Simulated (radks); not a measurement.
Q: Se4+, configuration [Ar] 3d10 4s1 4f1 (not the ground configuration). Calculated with a radial shooting solver on a logarithmic mesh with Libxc functionals: Dirac Kohn-Sham, revPBE, spin-unpolarised, spherical densities, point nucleus; open shells fill j = l - 1/2 first. Some entries of the table are withheld. Estimate them.

| orbital | occ. | eigenvalue (hartree) | <r^2> (bohr^2) |
|---|---|---|---|
| 1s1/2 | 2 | -461.7151 | (1) |
| 2s1/2 | 2 | -61.27068 | 0.04519 |
| 2p1/2 | 2 | -55.19192 | (2) |
| 2p3/2 | 4 | -53.65651 | (3) |
| 3s1/2 | 2 | -10.04478 | 0.3776 |
| 3p1/2 | 2 | (4) | (5) |
| 3p3/2 | 4 | (6) | (7) |
| 3d3/2 | 4 | -4.15420 | 0.4710 |
| 3d5/2 | 6 | -4.12068 | 0.4769 |
| 4s1/2 | 1 | -2.45009 | 2.726 |
| 4f5/2 | 1 | -0.69998 | 12.76 |
| 4f7/2 | 0 | -0.69994 | 12.76 |

A: 
(1) 1s1/2 <r^2> (bohr^2): 0.002616
(2) 2p1/2 <r^2> (bohr^2): 0.03485
(3) 2p3/2 <r^2> (bohr^2): 0.03630
(4) 3p1/2 eigenvalue (hartree): -7.96297
(5) 3p1/2 <r^2> (bohr^2): 0.3950
(6) 3p3/2 eigenvalue (hartree): -7.74625
(7) 3p3/2 <r^2> (bohr^2): 0.4089
